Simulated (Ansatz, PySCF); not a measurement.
In(NCO)(OH)2 (CH₂InNO₃), SMILES C(=O)=[N][In]([OH])[OH].

Coordinates come from a B3LYP-D3(BJ)/def2-SVP optimisation. The structure was generated by enumeration; whether it is a known compound was not checked. The def2 effective core potentials stand for the cores of In; spin–orbit coupling is left out. The values are those of a single conformer.

Vertical ionisation energy (IE) and electron affinity (EA) in eV. Rows of orbital energies are one-electron estimates. Where ΔSCF, EOM or ADC give a negative EA the extra electron is unbound and the value depends on the basis.

| level | IE | EA |
|---|---|---|
| −ε(HOMO), −ε(LUMO), HF/def2-TZVP (PySCF) | ? | ? |
| −ε(HOMO), −ε(LUMO), PBE/def2-TZVP (PySCF) | 7.09 | 3.32 |
| ΔSCF, CAM-B3LYP/def2-SVPD (Ansatz), final states of multiplicity 2 and 2 | 11.05 | 0.92 |
| ΔSCF, PBE/def2-SVPD (Ansatz), final states of multiplicity 2 and 2 | 10.18 | 1.01 |

Task: Some entries are withheld; supply them. (Estimate from the structure and the level; the computed values follow.)

Result: 
- −ε(HOMO), −ε(LUMO), HF/def2-TZVP (PySCF), IE: 12.01
- −ε(HOMO), −ε(LUMO), HF/def2-TZVP (PySCF), EA: -0.91

Task: What vertical singlet–triplet gap does ΔSCF give with CAM-B3LYP/def2-SVPD (Ansatz, an electronic-structure program) and with PBE/def2-SVPD (Ansatz)? (The exact figures need the calculation; the answer reports its results.)

Result: 5.07 and 3.97 eV (triplet above singlet where positive).
